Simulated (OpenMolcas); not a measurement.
## Ta3+: CASPT2 settings compared

```json
{
 "Program": "OpenMolcas 26.06",
 "Basis": "ANO-R1 [7s5p4d2f]",
 "Scalar Hamiltonian": "X2C, finite nucleus",
 "Active space": "2 electrons in 10 orbitals (5d 6d)",
 "State averaging": "2S+1 = 3 even, 10 roots; 2S+1 = 1 even, 14 roots kept (CI in the orbitals of an earlier block)",
 "Spin-orbit coupling": "RASSI with atomic mean-field integrals over the reference wave functions, term energies averaged over their components"
}
```

Methods on the same reference wave functions:
A. CASSCF
B. SS-CASPT2, IPEA 0.75 Eh, real shift 0.05 Eh (closed shells correlated: 4f 5s 5p)
C. XMS-CASPT2, IPEA 0.6 Eh, sigma1 regulariser 0.4 Eh (closed shells correlated: 4f 5s 5p)
D. XMS-CASPT2, IPEA 0.75 Eh, imaginary shift 0.15 Eh (closed shells correlated: 5s 5p)

Energies in cm⁻¹ above 5d² ³F₂.

```csv
Level,A,B,C,D
5d² ³F₂,0.0,0.0,0.0,0.0
5d² ³F₃,4802,5110,4980,5030
5d² ³F₄,9284,9540,9420,9460
5d² ¹D₂ [57 %],13634,11370,12050,11770
5d² ³P₀,14298,13690,13410,13440
5d² ³P₁,15536,14930,14650,14680
5d² ³P₂ [62 %],20790,19380,19490,19380
5d² ¹G₄,20912,20320,20290,20240
```

Among B to D the level of the table that moves most is 5d² ¹D₂ [57 %], by 670 cm-1 (lowest in B, highest in C). Moves below CASPT2's spread within the term are not significant.

From A to B the spin-free energies of the other terms of 5d² shown, above ³F, scale by factors of 0.61 to 0.93.

The lowest spin-free term lies below A's lowest term by 0.211 hartree in B, 0.215 hartree in C, 0.100 hartree in D.

CASPT2 breaks the degeneracy within a term, and the mean is taken; among the terms shown or strongly mixed into the levels shown the widest spread is 910 cm-1 (5d² ³F, C). Terms from blocks run as CI alone lack orbitals of their own. Active for correlation alone: 6d; no level in the range computed is led by a configuration that fills it, so any true level of that kind is missing. The basis is small and was not contracted for so high a charge. Without dynamic correlation excited terms often stand tens of per cent too high (terms of higher spin than the ground term too low), and those without a measured partner can miss by more than the paired ones (holds for A). Only configurations of the active space appear.

A share in square brackets marks a mixed level and gives the weight of the term that names it, the lowest over the columns.
